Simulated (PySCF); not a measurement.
**Electron correlation in F⁺ (fluorine, charge +1)**

[He] 2s2 2p4, high-spin 3P determinant. Computed with PySCF 2.14 in Sapporo-DZP-2012 (4s3p1d, 18 functions), with the spin-free X2C one-electron Hamiltonian (Gaussian nucleus). Frozen: 1s2; 6 electrons correlated.

MP2 pair energies summed by pair of shells (mhartree):

| pair | energy | share (%) |
| --- | --- | --- |
| 2p-2p | -50.84 | 47.0 |
| 2s-2p | -49.42 | 45.7 |
| 2s-2s | -7.93 | 7.3 |

Total MP2 correlation energy: -108.19 mhartree.

Same-spin part -27.71 and opposite-spin part -80.47 mhartree; SCS-MP2 scales them by 1/3 and 6/5 to -105.81 mhartree.

| level | correlation energy (mhartree) |
| --- | --- |
| CCSD | -123.14 |
| (T) | -0.92 |
| CCSD(T) | -124.06 |

Diagnostics: T1 = 0.0041, D1 = 0.0074, largest double amplitude 0.042.

Cost of the coupled-cluster step: 0.09 s of wall time on 1 thread of Neoverse-V2 (shared host), for 6 correlated electrons.
